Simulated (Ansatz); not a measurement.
The same ligand exchange along the group Ti, Zr, Hf.

Gas-phase electronic energies from Ansatz, PBE0-D4/def2-TZVP geometries. CBS: MP2 limit from def2 TZ/QZ plus the TZ coupled-cluster correction, frozen cores. This one scheme is used for every species. DFT in def2-TZVPP. Elements past krypton have def2 core potentials. For Hf, Ti, Zr outer-core shells are correlated without core-valence functions, which leaves a few kJ/mol of doubt a bond. Scalar relativity is left out up to krypton. One conformer a species, not always the lowest.

```tsv
reaction	CCSD(T)/CBS(def2) (eV)
`[NH2][Ti]([OH])([OH])[F]` + NH₃ → `[NH2][Ti]([NH2])([OH])[OH]` + H–F	1.03
`[NH2][Zr]([OH])([OH])[F]` + NH₃ → `[NH2][Zr]([NH2])([OH])[OH]` + H–F	1.25
`[NH2][Hf]([OH])([OH])[F]` + NH₃ → `[NH2][Hf]([NH2])([OH])[OH]` + H–F	?
```

Q: Fill in the missing values. (Best estimate.)

A: The calculation gave: `[NH2][Hf]([OH])([OH])[F]` + NH₃ → `[NH2][Hf]([NH2])([OH])[OH]` + H–F: +1.23 eV.

Largest T1 diagnostic: 0.024, for `[NH2][Ti]([NH2])([OH])[OH]`.
